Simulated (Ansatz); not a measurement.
`F[SiH2][InH2]` + H₂O → `O[SiH2]F` + `[InH3]` at 600 K and 1 bar (formal hydrolysis of the Si–In bond).

Isolated molecules relaxed with PBE0-D4/def2-TZVP in Ansatz; ΔE leaves out vibrations. CBS: MP2 limit from def2 TZ/QZ plus the TZ coupled-cluster correction, frozen cores. This one scheme is used for every species. Elements past krypton have def2 core potentials. For In outer-core shells are correlated without core-valence functions, which leaves a few kJ/mol of doubt a bond. Each species was taken in one conformer, which may not be the lowest.

```csv
species,CCSD(T)/CBS energy (Eh),H − E (kJ/mol),S (J/(mol·K))
`F[SiH2][InH2]`,-581.11562,132.3,408.5
H₂O,-76.37941,76.8,212.8
`O[SiH2]F`,-465.96250,127.7,331.4
`[InH3]`,-191.56739,71.1,266.1
```

H − E and S are ideal-gas, rigid-rotor, harmonic terms from PBE0-D4/def2-TZVP, for one conformer and one mirror image of each species. 1 Eh = 2625.50 kJ/mol, R = 8.31446 J/(mol·K).

By hand: ΔE, ΔH, ΔS and ΔG.

ΔE = (-465.96250) + (-191.56739) − (-581.11562) − (-76.37941) = -0.03486 Eh = -91.5 kJ/mol. Δ(H − E) = 127.7 + 71.1 − 132.3 − 76.8 = -10.3, so ΔH = -101.8 kJ/mol. ΔS = 331.4 + 266.1 − 408.5 − 212.8 = -23.8 J/(mol·K). ΔG = -101.8 − 600 × (-23.8)/1000 = -87.5 kJ/mol.

By hand: the equilibrium constant, and the temperature at which ΔG would vanish if ΔH and ΔS stayed fixed.

log₁₀ K = −ΔG/(RT ln 10) = 7.6. ΔG = 0 at ΔH/ΔS = 4277 K, far beyond where these terms or the molecules hold.

ΔH outweighs TΔS. A doubt of 5 kJ/mol in ΔE shifts log₁₀ K by 0.4 here. Other conformers and mirror images would add mixing entropy, several J/(mol·K) or more a flexible species. These are equilibria of isolated gas molecules and say nothing of rates. Largest T1 diagnostic: 0.014 (customary marks: 0.02 for closed shells, 0.045 for open ones).
